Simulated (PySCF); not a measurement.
**Tc³⁶⁺: ionisation energy**

Tc³⁶⁺ [He] 2s2 2p3 (4S) → Tc³⁷⁺ [He] 2s2 2p2 (3P), as a difference of total energies. Computed with PySCF 2.14 in an even-tempered Gaussian basis (19 s from 14 bohr⁻², ratio 2.2; 12 p from 18 bohr⁻², ratio 2.2; 6 d from 72 bohr⁻², ratio 2.4; 5 f from 110 bohr⁻², ratio 2.4; 4 g from 160 bohr⁻², ratio 2.4), with the spin-free X2C one-electron Hamiltonian (Gaussian nucleus). Correlated levels: nothing frozen; virtual orbitals above 40 to 60 times the deepest correlated orbital energy dropped. The calculations carry no spin-orbit coupling.

```json
{"method": "UHF", "ionisation energy (eV)": "5123.7"}
{"method": "LDA", "ionisation energy (eV)": "5120.0"}
{"method": "PBE", "ionisation energy (eV)": "5120.7"}
{"method": "PBE0", "ionisation energy (eV)": "5121.7"}
{"method": "r2SCAN", "ionisation energy (eV)": "5124.3"}
{"method": "revPBE", "ionisation energy (eV)": "5120.4"}
{"method": "B2PLYP", "ionisation energy (eV)": "5122.8"}
{"method": "MP2 (all electrons)", "ionisation energy (eV)": "5123.5"}
{"method": "SCS-MP2 (all electrons)", "ionisation energy (eV)": "5123.0"}
```

Spin-orbit coupling is strong in these open shells (close to jj coupling). The scalar numbers leave it out and a first-order estimate fails, so it can dominate the gap to the real levels.

For this ion Breit and QED terms and the two-electron picture change, all absent here, outweigh the differences among the correlated methods.

For comparison: 5060 ± 40 eV (semi-empirical (NIST evaluation); NIST Atomic Spectra Database, ionization energies).
